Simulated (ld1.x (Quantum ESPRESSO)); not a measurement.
**tin (Sn): excitation energies, all-electron against RRKJ**

```
Element                 : Sn (Z = 50)
Generator               : ld1.x (Quantum ESPRESSO) 7.5
Type                    : norm-conserving RRKJ (Kleinman–Bylander form)
Functional              : PBE
Relativity              : scalar-relativistic
Frozen core             : [Ar] 3d10
Valence charge          : 22
Reference configuration : 4s2 4p6 4d10 5s1.75 5p2.25
Partial waves           : 4s (bound): rc 1.30 bohr; 4d (bound): rc 1.40 bohr; 4p (bound): rc 0.95 bohr
Local potential         : the p channel
Core correction         : none
rho0                    : 0.005
```

Occupied shells without a wave of their own: 5p, 5s. They enter only through the test configuration that unscreens the potential.

Energies are relative to the spin-unpolarised reference configuration 4s2 4p6 4d10 5s1.75 5p2.25; without spin polarisation the order of configurations can differ from experiment. The frozen-core shift is the all-electron ΔE with the core orbitals held at their reference shape minus the fully relaxed ΔE.

Problem. Give the all-electron excitation energy and the error of the potential for: 4s2 4p6 4d10 5s2 5p2; 4s2 4p6 4d10 5s2 5p1; 4s2 4p6 4d10 5s2 5p0; 4s1 4p6 4d10 5s2 5p2; 4s2 4p6 4d10 5s1 5p2; 4s2 4p6 4d10 5s2 5p1.5; 4s2 4p5 4d10 5s2 5p2.

Solution.

| valence configuration | charge | ΔE all-electron (eV) | error AE − PS (meV) | frozen-core shift (meV) |
| --- | --- | --- | --- | --- |
| 4s2 4p6 4d10 5s2 5p2 | 0 | -1.722 | +17 | -0.1 |
| 4s2 4p6 4d10 5s2 5p1 | +1 | 5.153 | -47 | +1.0 |
| 4s2 4p6 4d10 5s2 5p0 | +2 | 19.105 | -153 | +3.6 |
| 4s1 4p6 4d10 5s2 5p2 | +1 | 140.464 | -55 | +39 |
| 4s2 4p6 4d10 5s1 5p2 | +1 | 12.802 | -118 | +1.5 |
| 4s2 4p6 4d10 5s2 5p1.5 | +0.5 | 0.894 | -11 | +0.3 |
| 4s2 4p5 4d10 5s2 5p2 | +1 | 95.801 | -48 | +42 |

Levels in the configuration 4s1 4p6 4d10 5s2 5p2:

```csv
level,all-electron (eV),pseudo (eV)
4s,-150.952,-150.979
4p,-106.263,-106.277
4d,-41.127,-41.076
5s,-20.275,-20.441
5p,-11.886,-11.978
```

ld1.x printed “convergence not achieved” for 1 of the counted tests; its residual had stalled under 1e-8, short of the target of 1e-14. A variational frozen-core shift is positive and of second order in the change. This column holds negative values, so the frozen-core run of ld1.x carries numerical noise or an error of first order here, and the column gives no more than the rough size of the effect.
